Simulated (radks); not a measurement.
Values are calculated unless marked as measured or tabulated.
Species: Cs XIII. Configuration: [Kr] 4d7 (the NIST ground configuration).

Code: a radial shooting solver on a logarithmic mesh with Libxc functionals. Model: scalar-relativistic Kohn-Sham, SCAN, spin-polarised, spherical densities, finite nucleus; open shells are filled with parallel spins first (spin-orbit coupling, left out, can overturn this in heavy ions); meta-GGA in the generalised Kohn-Sham scheme; Fermi nuclear charge, rms radius 4.8041 fm.

Energy parts (hartree):
| part | energy |
|---|---|
| total | -7741.7389 |
| kinetic | 8159.2635 |
| electron-nucleus | -18377.6011 |
| Hartree | 2662.0317 |
| exchange-correlation | -185.4329 |

Orbitals (lengths in bohr, moments of r in powers of bohr; <r^-3> diverges for s and p1/2; r(max) is where P^2 peaks; r(90%) holds 90 % of the orbital's charge):
\begin{tabular}{lrrrrrr}
orbital & occ. & eigenvalue (hartree) & r(90%) & r(max) & <r^4> & <r^-3> \\ \hline
1s up & 1 & -1326.246 & 0.0470 & 0.01678 & 2.249e-06 & - \\
1s down & 1 & -1326.244 & 0.0470 & 0.01678 & 2.249e-06 & - \\
2s up & 1 & -215.8445 & 0.173 & 0.09477 & 0.0003772 & - \\
2s down & 1 & -215.7963 & 0.173 & 0.09476 & 0.0003772 & - \\
2p up & 3 & -194.3582 & 0.160 & 0.07621 & 0.0002745 & 6590 \\
2p down & 3 & -194.3159 & 0.160 & 0.07620 & 0.0002744 & 6592 \\
3s up & 1 & -51.63455 & 0.437 & 0.2717 & 0.01560 & - \\
3s down & 1 & -51.61106 & 0.437 & 0.2718 & 0.01556 & - \\
3p up & 3 & -44.66448 & 0.444 & 0.2659 & 0.01636 & 1294 \\
3p down & 3 & -44.63488 & 0.443 & 0.2660 & 0.01631 & 1294 \\
3d up & 5 & -34.49523 & 0.427 & 0.2202 & 0.01395 & 177.7 \\
3d down & 5 & -34.44475 & 0.427 & 0.2204 & 0.01389 & 177.6 \\
4s up & 1 & -16.08963 & 0.968 & 0.6358 & 0.3806 & - \\
4s down & 1 & -15.88783 & 0.969 & 0.6353 & 0.3823 & - \\
4p up & 3 & -13.77375 & 1.03 & 0.6620 & 0.4777 & 283.1 \\
4p down & 3 & -13.57363 & 1.03 & 0.6616 & 0.4815 & 282.8 \\
4d up & 5 & -10.35140 & 1.13 & 0.6951 & 0.6966 & 33.72 \\
4d down & 2 & -10.15639 & 1.14 & 0.6947 & 0.7096 & 33.65 \\
\end{tabular}

The highest occupied level is 4d down at -276.37 eV. Summed over all electrons, <r^2> = 11.00 bohr^2, which gives a Langevin (diamagnetic) susceptibility term of -8.71 x 10^-6 cm^3/mol.

Empty levels of this run are not shown, since the potential may be unsettled where no density lies.
